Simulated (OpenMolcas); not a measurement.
## Mn4+, Tc4+, Re4+: d3 down the group

```
Program             : OpenMolcas
Method              : MS-CASPT2, IPEA 0.25 Eh, imaginary shift 0.1 Eh
Basis               : ANO-RCC-VQZP
Scalar Hamiltonian  : DKH2, point nucleus
Spin-orbit coupling : RASSI with atomic mean-field integrals over the reference wave functions, term energies averaged over their components
```

Active space for each ion: 3 electrons in 5 orbitals (d); closed shells correlated by CASPT2: Mn4+ 3s 3p; Tc4+ 4s 4p; Re4+ 5s 5p.

Computed levels in cm-1 above 4F 3/2:

| Level | Mn4+ | Tc4+ | Re4+ |
| --- | --- | --- | --- |
| 4F 5/2 | 363 | 1033 | 4960 |
| 4F 7/2 | 854 | 2310 | 9120 |
| 4F 9/2 | 1460 | 3740 | 12060 |
| 4P 1/2 | 17050 | 12400 | 14740 |
| 4P 5/2 | 17630 | 14050 | 21470 |
| 2G 7/2 | 17830 | 13820 | 19300 |
| 2G 9/2 | 18340 | 14720 | 30860 |
| 2P 1/2 | 23380 | 17370 | 24280 |
| 2D 5/2(1) | 25040 | 20410 | 29600 |
| weight of 4F in the lowest level (%) | 100 | 99 | 84 |

Mixed levels, with the weight of the term that names them: Re4+ 4F 9/2 (64 %), Re4+ 4P 1/2 (65 %), Re4+ 2G 9/2 (55 %), Re4+ 2P 1/2 (65 %).

Measured, with the error of the calculation in %. Measured levels: Mn4+ from Corliss and Sugar, J. Phys. Chem. Ref. Data 6, 1253 (1977); Re4+ from the list in Brasseur, Gamrath and Quinet, At. Data Nucl. Data Tables 157, 101636 (2024).

```
    Level          Mn4+          Re4+
   4F 5/2    359 (+1.0)   4853 (+2.2)
   4F 7/2    835 (+2.3)   8973 (+1.6)
   4F 9/2   1412 (+3.4)  11914 (+1.2)
   4P 1/2  16434 (+3.8)  14325 (+2.9)
   4P 5/2  17049 (+3.4)  20922 (+2.6)
   2G 7/2  17892 (-0.3)  19013 (+1.5)
   2G 9/2  18399 (-0.3)              
   2P 1/2  23082 (+1.3)  23669 (+2.6)
2D 5/2(1)  24630 (+1.6)  28739 (+3.0)
```

The fine-structure level 4F 9/2 changes by a factor of 8.26 from Mn4+ to Re4+.

Without spin-orbit coupling 4P lies 16580, 11270, 10720 cm-1 above 4F in that order; the difference to the level 4P 1/2, of either sign, comes from spin-orbit coupling, which also lowers the zero.

CASPT2 breaks the degeneracy within a term, and the mean is taken; among the terms shown or strongly mixed into the levels shown the widest spread is 1000 cm-1 (3d3 4F, Mn4+). Computed and measured levels are paired by configuration, term and J; levels that our copy of the source lacks, or whose pairing is in doubt (as where it misses far off the trend of its configuration), stay unpaired and out of the deviations. Only configurations of the active space appear.

A number in round brackets counts repeated terms of one configuration in the order of the reference energies.
